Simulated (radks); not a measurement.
Q: The mean radii <r> (bohr) of the occupied orbitals of an atom or ion are listed with their occupations. All-electron calculation, scalar-relativistic Kohn-Sham, LDA (Slater exchange, VWN5 correlation), spin-polarised, spherical densities, finite nucleus; Fermi nuclear charge, rms radius of each element as measured or else 0.836 A^(1/3) + 0.57 fm. Program: a radial shooting solver on a logarithmic mesh with Libxc functionals.

| orbital | occ. | <r> |
|---|---|---|
| 1s up | 1 | 0.02668 |
| 1s down | 1 | 0.02668 |
| 2s up | 1 | 0.1147 |
| 2s down | 1 | 0.1147 |
| 2p up | 3 | 0.1003 |
| 2p down | 3 | 0.1003 |
| 3s up | 1 | 0.3069 |
| 3s down | 1 | 0.3069 |
| 3p up | 3 | 0.3047 |
| 3p down | 3 | 0.3047 |
| 3d up | 5 | 0.2810 |
| 3d down | 5 | 0.2810 |
| 4s up | 1 | 0.7167 |
| 4s down | 1 | 0.7163 |
| 4p up | 3 | 0.7648 |
| 4p down | 3 | 0.7639 |
| 4d up | 5 | 0.8752 |
| 4d down | 5 | 0.8707 |
| 5s up | 1 | 1.744 |
| 5s down | 1 | 1.739 |
| 5p up | 3 | 1.998 |

Name the element and its charge. Open shells, if any, are filled with parallel spins first.

A: Z = 54, xenon, charge +3: Xe3+ in [Kr] 4d10 5s2 5p3. The 1s radius gives Z: for a bare nucleus <r> = (2 gamma + 1)/(2Z) with gamma = sqrt(1 - (Z/c)^2), 0.02628 bohr for Z = 54, and screening makes it slightly larger (0.02668 here). The occupations add up to 51, and the charge is Z minus that.
